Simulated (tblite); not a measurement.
Q: What does the GFN2-xTB structure of `CN(C)[Si@H]1CCN1C` look like in three dimensions?

A: 
```xyz
22
C5H14N2Si angstrom
C     -2.6084   -0.1111    1.1585
N     -1.4515    0.1526    0.3503
C     -1.7690    0.8276   -0.8826
Si     0.0572   -0.6125    0.6112
C      0.9490   -1.8499   -0.5520
C      2.0449   -0.7945   -0.7183
N      1.3496    0.2992   -0.0636
C      2.0279    1.5270    0.2238
H     -2.3068   -0.5791    2.0907
H     -3.1300    0.8244    1.3849
H     -3.3145   -0.7761    0.6461
H     -0.8527    1.0155   -1.4348
H     -2.4452    0.2285   -1.5041
H     -2.2592    1.7833   -0.6707
H      0.0529   -1.0108    2.0243
H      1.3070   -2.7767   -0.1164
H      0.4545   -2.0846   -1.4901
H      2.2968   -0.5488   -1.7558
H      2.9699   -1.0638   -0.1943
H      2.8885    1.3721    0.8884
H      2.3938    1.9838   -0.7021
H      1.3349    2.2132    0.7057
```

Any rigid rotation of these coordinates is as good. Atoms count from 1 in this order. The 4 C–N bonds span 1.432 Å (N7–C8, drawn single) to 1.452 Å (C6–N7, drawn single), a spread of 0.020 Å. N2 (silicon-bound nitrogen) is almost planar (angles 122.8°, 122.3° and 113.0°, sum 358.1°, 0.12 Å off the plane of its three neighbours). N7 (silicon-bound nitrogen) has angles 137.0°, 120.6° and 97.9°, sum 355.6°, 0.18 Å off the plane of its three neighbours. The 4-membered ring Si4–C5–C6–N7 has internal angles of 75.8° to 97.9° (sum 358°, against 360° for a flat polygon); it is slightly puckered (a soft mode that the optimisation may not have finished), 0.07 Å rms from its mean plane, widest ring torsion 11°.

Bonds between heavy atoms (Å): C1–N2 1.436, N2–C3 1.441, N2–Si4 1.712, Si4–C5 1.918, C5–C6 1.531, C6–N7 1.452, N7–C8 1.432, Si4–N7 1.720.

Structure optimised with GFN2-xTB, isolated species.

Point group: C1 (no symmetry element, even within 0.4 Å). Its GFN2-xTB frequencies are all real (lowest 41 cm⁻¹). The numbers are those of one conformer (C1–N2–Si4–C5 114°, N2–Si4–C5–C6 115°, Si4–C5–C6–N7 -10°, C5–C6–N7–C8 171°, N2–Si4–N7–C6 -134°).

On an Arm Neoverse N1 with one thread, no GPU, shared host with 64 logical CPUs at a one-minute load of 60, this took 2.5 s of wall time. This is the geometry optimisation.

All values are computed, not measured.
